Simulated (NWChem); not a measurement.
# CaHOF; SMILES [OH][Ca][F]

```xyz
4

Ca     0.2908     0.0281     0.0000
F     -0.3056     1.9219     0.0000
O     -0.2936    -1.8874     0.0000
H     -0.7162    -2.7586     0.0000
```
Atoms are numbered in this order, from 1.

Geometry: optimised at PBE-D3(BJ)/def2-SVP.

Symmetry labels are those of Cs in the frame above (b1 and b2, or b-type labels, depend on it).

### Question
List the 4 lowest vertical singlet excitations and the 4 lowest triplet ones from B3LYP/def2-SVPD, full TDDFT (NWChem).

### Answer
```tsv
state	energy (eV)	oscillator strength	symmetry	leading excitation (squared amplitude)
S1	4.56	0.020	a'	HOMO → LUMO (0.99)
S2	4.58	0.024	a"	HOMO−1 → LUMO (0.99)
S3	6.02	0.012	a'	HOMO−2 → LUMO (0.99)
S4	6.07	0.011	a"	HOMO−3 → LUMO (0.99)
T1	4.49	spin-forbidden	a'	HOMO → LUMO (0.99)
T2	4.50	spin-forbidden	a"	HOMO−1 → LUMO (0.98)
T3	5.97	spin-forbidden	a'	HOMO−2 → LUMO (0.98)
T4	6.02	spin-forbidden	a"	HOMO−3 → LUMO (0.98)
```
